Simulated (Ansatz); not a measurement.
Molecular dynamics, step by step

BHBrO (SMILES [OH+]=BBr) (charge +1), closed shell, BLYP-D4/def2-SVP (Ansatz 0.2.0). Settings (timestep in fs, temperature in K; T counts 6 degrees of freedom):

```yaml
hamiltonian: {xc: {name: BLYP}, dispersion: d4}
md: {n_steps: 60, timestep: 0.75, temperature: 300, ensemble: nve, seed: 939, initial_velocities: maxwell_boltzmann}
```

Start (the SMILES describes the start alone):

```
4
angstrom
O -0.0731 0.7984 -0.0651
B 0.0385 -0.4078 0.0367
Br 0.2011 -2.1437 0.1842
H -0.1665 1.7531 -0.1558
```

```tsv
step	time (fs)	potential energy less the start (meV)	kinetic energy (meV)	T (K)
0	0.00	0.0	77.6	300
4	3.00	-12.3	90.5	350
8	6.00	15.0	65.6	254
12	9.00	-44.5	122.2	473
16	12.00	-51.6	129.5	501
20	15.00	7.8	72.8	282
24	18.00	-14.4	92.4	357
28	21.00	-2.1	79.9	309
32	24.00	63.1	17.5	68
36	27.00	29.8	48.3	187
40	30.00	10.9	67.0	259
44	33.00	37.0	43.6	168
48	36.00	-18.3	96.3	372
52	39.00	-46.4	124.3	481
56	42.00	-10.6	91.0	352
60	45.00	-33.2	111.2	430
```

Step 24, positions (Å) and forces (eV/Å):

| atom | x | y | z | Fx | Fy | Fz |
| --- | --- | --- | --- | --- | --- | --- |
| O1 | -0.084 | 0.889 | -0.032 | 0.249 | -0.585 | 0.131 |
| B2 | 0.071 | -0.346 | -0.039 | -0.058 | -1.523 | 0.403 |
| Br3 | 0.201 | -2.170 | 0.190 | -0.005 | 1.243 | -0.255 |
| H4 | -0.312 | 1.775 | -0.321 | -0.186 | 0.865 | -0.278 |

Step 28, positions (Å) and forces (eV/Å):

| atom | x | y | z | Fx | Fy | Fz |
| --- | --- | --- | --- | --- | --- | --- |
| O1 | -0.085 | 0.908 | -0.028 | 0.424 | -1.811 | 0.161 |
| B2 | 0.073 | -0.348 | -0.045 | -0.244 | -0.241 | 0.410 |
| Br3 | 0.201 | -2.174 | 0.190 | -0.006 | 1.343 | -0.272 |
| H4 | -0.331 | 1.779 | -0.354 | -0.174 | 0.708 | -0.298 |

Step 32, positions (Å) and forces (eV/Å):

```csv
atom,x,y,z,Fx,Fy,Fz
O1,-0.084,0.918,-0.023,-0.180,-0.095,-0.773
B2,0.073,-0.352,-0.048,-0.360,0.576,0.379
Br3,0.201,-2.176,0.190,-0.002,1.311,-0.268
H4,-0.360,1.831,-0.407,0.542,-1.793,0.662
```

Last step (60):

```
atom    x (Å)    y (Å)    z (Å)
  O1  -0.0582   0.8587  -0.0223
  B2   0.0285  -0.4134   0.0120
 Br3   0.2017  -2.1529   0.1845
  H4  -0.3382   1.5867  -0.5916
```

Hardware: 2 CPU threads of an Intel Xeon, shared host. Wall time about 93 s.
